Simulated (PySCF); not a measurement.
## 15N chemical shifts

- shielding tensors at PBE0/pcSseg-1 (GIAO)
- geometry from GFN2-xTB
- run in PySCF 2.14
- equivalent nuclei averaged, a single conformation, no solvent model, no relativistic terms

Shieldings were converted by a linear fit to measured shifts: 15N: δ = -148.07 − 0.921σ (rms 6.3 ppm, 71 shifts vs CH3NO2, solution or neat liquid). A few per cent of atoms miss by over 2 rms, more outside the fitted compound classes.

Problem. Give the 15N shifts of `N#C[SiH]1CCOCC1`, `C=N[SiH2][C@H](C)CC`.

Solution. 
| compound | environment | δ (ppm) |
| --- | --- | --- |
| N#C[SiH]1CCOCC1 | nitrile nitrogen | -59.6 |
| C=N[SiH2][C@H](C)CC | imine nitrogen | -0.8 |

Problem. Order these by 15N shift, lowest first.
A. C=C1CN[SiH2]C(=O)C1
B. C=N[Si@H]1C[C@H](C=O)C1
C. C#C[SiH2]OC/C=N\C
D. CO/C(C#N)=C/[SiH2]C

Solution. A (-375.0 ppm, nitrogen bonded to C, Si, H, in a 6-membered ring), D (-102.5 ppm, nitrile nitrogen), C (-46.1 ppm, imine nitrogen), B (0.3 ppm, imine nitrogen).
